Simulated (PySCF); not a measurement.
# Radial density of Re⁻ (rhenium, charge -1)

TPSS, [Xe] 4f14 5d6 6s2, high-spin 5D determinant. All numbers are calculated (PySCF 2.14, scalar relativity through the core potential, in aug-cc-pVTZ-PP with one added diffuse shell each of s, p, d, f, g type with ECP60MDF (7s7p6d4f3g, 113 functions)). This is the valence pseudo-density: the core potential removes the inner electrons and smooths the orbitals near the nucleus.

| r (bohr) | 4πr²ρ (e/bohr) | 4πr²(ρα − ρβ) |
| --- | --- | --- |
| 0.232 | 0.0005200 | 0.0001 |
| 0.391 | 0.06740 | 0.0040 |
| 0.657 | 3.797 | 0.2075 |
| 1.11 | 11.74 | 1.8611 |
| 1.86 | 4.701 | 2.0535 |
| 3.13 | 1.478 | 0.5804 |
| 5.26 | 0.2983 | 0.0068 |
| 8.85 | 0.03092 | -0.0142 |
| 14.9 | 0.003613 | -0.0031 |
| 25.0 | 9.396e-05 | -0.0001 |

Energies and moments cover only the electrons outside the core potential. Spin-orbit coupling, absent here, splits the open shell strongly. ⟨S²⟩ = 6.09 against 6.00 shows spin contamination. At TPSS the highest occupied level has a positive energy, so only the finite basis holds that electron; in a semilocal or global hybrid functional this comes from self-interaction and does not mean that the real anion is unbound.

**Question.** Where is the radial spin density 4πr²(ρα − ρβ) most negative, and why is it negative at all?

**Answer.** Around r = 8.85 bohr, down to -0.0142 e/bohr: exchange with the open shell polarises the paired shells in an unrestricted calculation.
